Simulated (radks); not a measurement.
These are the eigenvalues of the occupied orbitals of an atom or ion with whole-number occupations (hartree). Method: scalar-relativistic Kohn-Sham, PBE, spin-polarised, spherical densities, finite nucleus; Fermi nuclear charge, rms radius of each element as measured or else 0.836 A^(1/3) + 0.57 fm; computed with a radial shooting solver on a logarithmic mesh with Libxc functionals.

1s up: -430.7321
1s down: -430.7261
2s up: -54.68739
2s down: -54.68442
2p up: -47.95963
2p down: -47.95506
3s up: -7.04857
3s down: -7.04042
3p up: -4.96796
3p down: -4.95857
3d up: -1.55019
3d down: -1.53554
4s up: -0.59958
4p up: -0.24526
4p down: -0.16093

Which element is it, and in what charge state? The configuration may be excited. Open shells, if any, are filled with parallel spins first.

Answer. Z = 33, arsenic, charge 0: As in [Ar] 3d10 4s1 4p4. The list shows which subshells hold electrons but not how many an open one holds; the 1s level, -430.73 hartree, gives Z - s = 29.4 by -(Z - s)^2/2, which with screening and relativity narrows Z to a few neighbours, and the depths of the outer levels then fix element, charge and occupations together.
